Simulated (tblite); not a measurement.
Species: C5H13BF3P.
SMILES with atom numbers: `[BH3-:1][P+:2]([CH2:3][CH3:4])([CH2:5][CH3:6])[C:7]([F:8])([F:9])[F:10]` (hydrogens: H11, H12, H13 on B1; H14, H15 on C3; H16, H17, H18 on C4; H19, H20 on C5; H21, H22, H23 on C6)

Computed with GFN2-xTB (tblite), gas phase: L-BFGS steps from a force-field or distance-geometry start until the largest atomic force falls under 0.01 eV/Å.

Step 83: E = -960.4895 eV
```
atom  x, y, z in Å  |  force x, y, z in eV/Å
B1     -0.0302    1.8348   -1.0304   -0.035   0.027   0.018
P2      0.0198    0.2132   -0.0147   -0.076   0.020  -0.004
C3     -1.0325   -1.2022   -0.5746    0.011  -0.025  -0.014
C4     -2.5271   -0.9031   -0.4666    0.014  -0.042   0.009
C5      1.6357   -0.5804    0.4413   -0.043  -0.028   0.032
C6      2.8003    0.0131   -0.3416   -0.009  -0.011   0.016
C7     -0.6641    0.4369    1.7339    0.039  -0.047   0.021
F8     -1.8177    1.1046    1.7547   -0.005   0.005  -0.007
F9     -0.8771   -0.7245    2.3848    0.005  -0.015  -0.039
F10     0.2104    1.1247    2.4815   -0.013   0.052   0.019
H11     0.4870    1.5379   -2.0610   -0.011  -0.007   0.002
H12     0.5817    2.6321   -0.3965    0.031  -0.010   0.006
H13    -1.1875    2.0946   -1.1285    0.015  -0.008  -0.014
H14    -0.7570   -1.3496   -1.6252   -0.004  -0.031   0.055
H15    -0.7799   -2.1093   -0.0146   -0.004   0.053  -0.043
H16    -3.0984   -1.6018   -1.0753    0.039   0.004  -0.015
H17    -2.7453    0.1068   -0.8064    0.010   0.015  -0.025
H18    -2.8716   -1.0051    0.5600    0.019   0.051   0.017
H19     1.5658   -1.6555    0.2675   -0.005  -0.069  -0.029
H20     1.8084   -0.4194    1.5075   -0.003  -0.007   0.054
H21     3.7309   -0.4398   -0.0058    0.031   0.038  -0.015
H22     2.8458    1.0853   -0.1708    0.046   0.009  -0.063
H23     2.6979   -0.1665   -1.4093   -0.052   0.025   0.016
```

Step 84: E = -960.4909 eV
```
atom  x, y, z in Å  |  force x, y, z in eV/Å
B1     -0.0356    1.8356   -1.0273   -0.047   0.035   0.004
P2      0.0177    0.2142   -0.0098   -0.059   0.051  -0.002
C3     -1.0336   -1.2031   -0.5651   -0.017  -0.001  -0.003
C4     -2.5294   -0.8996   -0.4779    0.022   0.009   0.013
C5      1.6353   -0.5793    0.4379   -0.002  -0.034   0.030
C6      2.8017    0.0115   -0.3462    0.007   0.001   0.014
C7     -0.6581    0.4348    1.7430    0.006  -0.050   0.037
F8     -1.8170    1.0948    1.7665    0.017  -0.008  -0.007
F9     -0.8638   -0.7300    2.3927    0.018   0.025  -0.053
F10     0.2124    1.1283    2.4903   -0.024   0.025  -0.003
H11     0.4817    1.5390   -2.0593   -0.012  -0.005   0.031
H12     0.5717    2.6381   -0.3941    0.023  -0.031  -0.007
H13    -1.1947    2.0903   -1.1289    0.033  -0.007  -0.005
H14    -0.7446   -1.3637   -1.6097   -0.012  -0.030   0.042
H15    -0.7899   -2.1022    0.0090    0.007   0.012  -0.025
H16    -3.0939   -1.5982   -1.0928    0.037   0.001   0.004
H17    -2.7369    0.1105   -0.8282    0.006  -0.024  -0.002
H18    -2.8896   -0.9928    0.5460    0.044   0.051  -0.042
H19     1.5635   -1.6541    0.2617   -0.003  -0.064  -0.022
H20     1.8132   -0.4211    1.5041   -0.013  -0.007   0.047
H21     3.7332   -0.4383   -0.0055   -0.002   0.042  -0.023
H22     2.8484    1.0853   -0.1828    0.032  -0.007  -0.053
H23     2.7035   -0.1732   -1.4137   -0.059   0.019   0.028
```

**Question.** Estimate the geometry and energy of step 85. (The exact step hangs on the optimiser's Hessian estimate; all steps are aligned on step 84, rigid shifts and turns removed.)

**Answer.** E = -960.4921 eV, largest force 0.065 eV/Å
```
atom  x, y, z in Å  |  force x, y, z in eV/Å
B1     -0.0358    1.8380   -1.0270   -0.043   0.025  -0.006
P2      0.0151    0.2180   -0.0071   -0.010   0.062   0.000
C3     -1.0356   -1.1986   -0.5613    0.012   0.003   0.017
C4     -2.5309   -0.8999   -0.4822    0.011   0.010  -0.030
C5      1.6325   -0.5797    0.4369    0.030  -0.026   0.019
C6      2.8011    0.0098   -0.3470    0.004   0.004   0.012
C7     -0.6538    0.4334    1.7485   -0.022  -0.015   0.026
F8     -1.8183    1.0852    1.7734    0.022  -0.020  -0.001
F9     -0.8504   -0.7343    2.3948    0.022   0.033  -0.037
F10     0.2109    1.1347    2.4956   -0.027  -0.005  -0.014
H11     0.4796    1.5375   -2.0594   -0.010  -0.005   0.043
H12     0.5726    2.6412   -0.3960    0.018  -0.030  -0.011
H13    -1.1947    2.0907   -1.1305    0.023   0.005   0.000
H14    -0.7394   -1.3657   -1.6015   -0.009  -0.029   0.001
H15    -0.7943   -2.0926    0.0187    0.024  -0.042   0.003
H16    -3.0875   -1.6017   -1.1005    0.019  -0.010   0.022
H17    -2.7399    0.1063   -0.8376   -0.003   0.033  -0.022
H18    -2.8955   -0.9877    0.5391    0.023   0.029  -0.008
H19     1.5584   -1.6544    0.2569    0.001  -0.037  -0.009
H20     1.8131   -0.4237    1.5036   -0.022  -0.015   0.029
H21     3.7330   -0.4385   -0.0051   -0.014   0.030  -0.022
H22     2.8511    1.0842   -0.1880    0.013  -0.005  -0.035
H23     2.7039   -0.1753   -1.4143   -0.061   0.006   0.023
```

The energy changes by -0.0013 eV. The first-order estimate −F·Δx gives -0.0020 eV and the mean of the old and new forces, exact on a quadratic surface, -0.0012 eV. The step makes an angle of 77° with the force vector and moves no atom by more than 0.014 Å.

What follows is the cost of the whole relaxation. Hardware: one thread of an Arm Neoverse V2, no GPU, on a shared host. Cost: 1.6 s of wall time.
